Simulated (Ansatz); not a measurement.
An input meant for AuCl2 (charge 0, doublet; scaled by 1.12).

```yaml
crystal:
  periodic: [false, false, false]
  atoms:
    - {symbol: Au, position_ang: [-0.000036, -0.000007, -0.000014]}
    - {symbol: Cl, position_ang: [1.779596, -1.704961, -0.069999]}
    - {symbol: Cl, position_ang: [-1.779561, 1.704957, 0.070013]}
basis:
  gaussian: {orbitals: def2-SVP}
magnetization: {spin_polarized: true, initial_magnetization: 1}
hamiltonian: {xc: {name: HF}, dispersion: d2}
scf: {omitted_lower_state_checks: [starts]}
```

```sh
$ ansatz run in.yaml --threads 4 --pin off --events-out ev --progress --plain --max-ram 3916MiB
```

(1) Predict how Ansatz answers.

Answers

(1) The program refused the input. The program holds no damping parameters for this pairing of functional and dispersion term, so they'd have to be typed.
```
Error: YAML parse error: error: line 10 column 43: hamiltonian.dispersion: `d2` is not `none`, `rvv10`, `d3bj`, `d3bjatm`, `d4` or a map `{method: …, s8: …, a1: …, a2_bohr: …}` (numbers without units, a2 in bohr) or `{method: …, functional: …}`
 8 |   gaussian: {orbitals: def2-SVP}
 9 | magnetization: {spin_polarized: true, initial_magnetization: 1}
10 | hamiltonian: {xc: {name: HF}, dispersion: d2}
11 | scf: {omitted_lower_state_checks: [starts]}
```
